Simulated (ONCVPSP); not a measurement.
# Pseudopotential generation for He: ONCV, PBE, scalar-relativistic.

The input file (ONCVPSP 4.0.1):

```
# ATOM AND REFERENCE CONFIGURATION
# atsym  z   nc   nv     iexc    psfile
  He 2.00    0    1        4      upf
#
#   n    l    f
    1    0    2.00
#
# PSEUDOPOTENTIAL AND OPTIMIZATION
# lmax
    1
#
#   l,   rc,      ep,       ncon, nbas, qcut
    0    0.55    0.00    4    8   10.20
    1    0.45    0.06    3    7   18.20
#
# LOCAL POTENTIAL
# lloc, lpopt,  rc(5),   dvloc0
    4    5    0.45    0.00
#
# VANDERBILT-KLEINMAN-BYLANDER PROJECTORs
# l, nproj, debl
    0    2    3.10
    1    2    2.90
#
# MODEL CORE CHARGE
# icmod, fcfact, rcfact
    0    0.00    0.00
#
# LOG DERIVATIVE ANALYSIS
# epsh1, epsh2, depsh
   -2.00    5.00    0.02
#
# OUTPUT GRID
# rlmax, drl
    6.00    0.01
#
# TEST CONFIGURATIONS
# ncnf
    2
# nvcnf
#   n    l    f
    1
    1    0    1.00
#
    1
    1    0    1.50
#
```

Command:

```bash
oncvpsp.x < He.dat > He.out
```

The program printed (shortened: citation, most of the input echo, consistency checks and plot data are left out):

```
ONCVPSP  (Optimized Norm-Conservinng Vanderbilt PSeudopotential)
scalar-relativistic version 4.0.1

#   n    l    f        energy (Ha)
    1    0    2.00    -5.7930928E-01

Reference configufation results
  iterations    27
  all-electron total energy (Ha)   -2.89307390D+00

Begin loop to  construct optimized pseudo wave functions
and semi-local pseudopoentials for all angular momenta

   Wellstate for l =  0  n =  3
     eigenvalue =   2.5207
     asymptotic potential =   3.0207
     half-point radius =  2.7141

Calculating optimized projector #   1

 for l=   0

    Fraction of norm inside rc  0.284761
    Optimizing pswf for qcut=  10.18 a_B^-1,  ecut=  51.82 Ha
    Residual kinetic energy error=  4.38D-03 Ha

    Energy error per electron        Cutoff
         Ha          eV             Ha
         0.01000     0.27211       42.00
         0.00100     0.02721      140.32
         0.00010     0.00272      525.80
         0.00001     0.00027      613.89

Calculating optimized projector #   2

 for l=   0

    Fraction of norm inside rc  0.053860
    Optimizing pswf for qcut=  10.18 a_B^-1,  ecut=  51.82 Ha
    Residual kinetic energy error=  1.57D-03 Ha

    Energy error per electron        Cutoff
         Ha          eV             Ha
         0.01000     0.27211       31.00
         0.00100     0.02721       57.12
         0.00010     0.00272      155.01
         0.00001     0.00027      703.50

   Wellstate for l =  1  n =  2
     eigenvalue =   0.0600
     asymptotic potential =   0.5600
     half-point radius = 21.4818

   Wellstate for l =  1  n =  3
     eigenvalue =   2.9600
     asymptotic potential =   3.4600
     half-point radius =  2.2026

Calculating optimized projector #   1

 for l=   1

    Fraction of norm inside rc  0.000036
    Optimizing pswf for qcut=  18.23 a_B^-1,  ecut= 166.22 Ha
    Residual kinetic energy error=  1.08D-09 Ha

    Energy error per electron        Cutoff
         Ha          eV             Ha
         0.01000     0.27211        0.26
         0.00100     0.02721        0.97
         0.00010     0.00272        4.80
         0.00001     0.00027       15.47

Calculating optimized projector #   2

 for l=   1

    Fraction of norm inside rc  0.008767
    Optimizing pswf for qcut=  18.23 a_B^-1,  ecut= 166.22 Ha
    Residual kinetic energy error=  3.40D-07 Ha

    Energy error per electron        Cutoff
         Ha          eV             Ha
         0.01000     0.27211       10.16
         0.00100     0.02721       26.84
         0.00010     0.00272       60.54
         0.00001     0.00027      105.10

Construct Vanderbilt / Kleinmman-Bylander projectors

B matrix Hermiticity error, ll=   0
   1   2   -9.4047E-05

  Orthonormal projector coefficients -5.6345E+01 -3.6792E+00

B matrix Hermiticity error, ll=   1
   1   2    3.8540E-07

  Orthonormal projector coefficients -9.0520E+00 -1.2204E+00

Pseudoatom total energy   -2.889666

Diagnostic tests using Vanderbilt-Kleinman-Bylander pseudopotentials
  1 or more projectors used as specified by nproj input data

   l    rcore       rmatch      e in        delta e   norm test  slope test

   0   0.5513508   0.5680910  -0.5793093  -0.0000258   1.0000222   1.0002817
   0   0.5513508   0.5680910   2.5206907  -0.0000066   1.0001439   1.0001439

   1   0.4525793   0.4663205   0.0600000  -0.0004506   1.0001096   1.0001096
   1   0.4525793   0.4663205   2.9600000  -0.0004078   1.0001272   1.0001272

 Testing for bound ghosts
   n   l    E NL Schr. Eq   E Basis Diag.   E Cutoff

   1   0       -0.579335       -0.260572    857.28

 Testing for highly-localized positive-energy ghosts
       l    <radius>/rc     E Basis Diag.   E Cutoff

Test configuration 0

   n   l     f        eae           eps        diff
   1   0  2.0000   -0.57930928   -0.57933511   -2.58D-05

    Total energies and differences
      AE_ref= -2.89307390D+00  AE_tst= -2.89307390D+00  dif=  0.00D+00
      PS_ref= -2.88966644D+00  PS_tst= -2.88966644D+00  dif=  0.00D+00
      PSP excitation error=  0.00D+00

Test configuration 1

   n   l     f        eae           eps        diff
   1   0  1.0000   -1.43799912   -1.43688047    1.12D-03

    Total energies and differences
      AE_ref= -2.89307390D+00  AE_tst= -1.90214675D+00  dif=  9.91D-01
      PS_ref= -2.88966644D+00  PS_tst= -1.89911180D+00  dif=  9.91D-01
      PSP excitation error=  3.73D-04

Test configuration 2

   n   l     f        eae           eps        diff
   1   0  1.5000   -0.98198678   -0.98169831    2.88D-04

    Total energies and differences
      AE_ref= -2.89307390D+00  AE_tst= -2.50527560D+00  dif=  3.88D-01
      PS_ref= -2.88966644D+00  PS_tst= -2.50191679D+00  dif=  3.88D-01
      PSP excitation error=  4.87D-05
```

The run took about 2.7 s on one core of a shared server CPU.
